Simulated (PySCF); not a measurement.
Correlation energy of Ho²⁺ (holmium, charge +2)

[Xe] 4f10 5d1, one real determinant (an excited configuration). All numbers are calculated (PySCF 2.14, scalar relativity by spin-free X2C-1e, in cc-pVDZ-X2C). Frozen: [Kr] 4d10; 19 electrons correlated.

```csv
level,correlation energy (mhartree)
CCSD,-573.69
(T),-18.38
CCSD(T),-592.07
```

Diagnostics: T1 = 0.0086, D1 = 0.0200, largest double amplitude 0.087.

Is a single reference adequate?

Mostly. T1 lies below 0.03, but a double amplitude of this size points to a near-degeneracy that CCSD handles and MP2 describes poorly.

The reference is one real determinant that mixes LS terms of this configuration.
